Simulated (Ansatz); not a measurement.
System: sum formula TiH4S, charge 0, multiplicity 1. 
Coordinates optimised at B3LYP-D3(BJ)/def2-TZVP (Ansatz, a quantum-chemistry and plane-wave program):
SMILES: [SH][TiH3]
```xyz
6

Ti    -0.8428    -0.2356     0.0378
H     -1.0241    -1.2276     1.4074
H     -1.8036     1.1553     0.1580
H     -1.2506    -1.0695    -1.3801
S      1.3205     0.4154    -0.1260
H      1.4925    -0.3204     1.0000
```

Quantity: atomisation energy (electronic, to ground-state atoms), in kcal/mol. Valence correlation only, unless marked. UHF or UKS for open shells. No spin-orbit coupling. Frozen are the shells of the preceding noble gas and the d and f shells that filled before the atom's block. No relativistic terms. The coupled-cluster limit lacks core correlation, which all-electron functionals hold. Basis-set limits of correlation are two-point, X^-3; Hartree-Fock from the larger set. The bracket is a focal-point correction in the basis named.

```
level          program  atomisation energy (kcal/mol)
-------------  -------  -----------------------------
HF/def2-TZVPP   Ansatz                          200.5
```

Question: Estimate the value at RI-MP2/CBS(def2-TZVPPD,def2-QZVPPD)+[CCSD(T)-MP2]/def2-TZVPPD as computed with Ansatz.

Answer: 341.1 kcal/mol, so HF/def2-TZVPP differs from it by -140.6 kcal/mol.
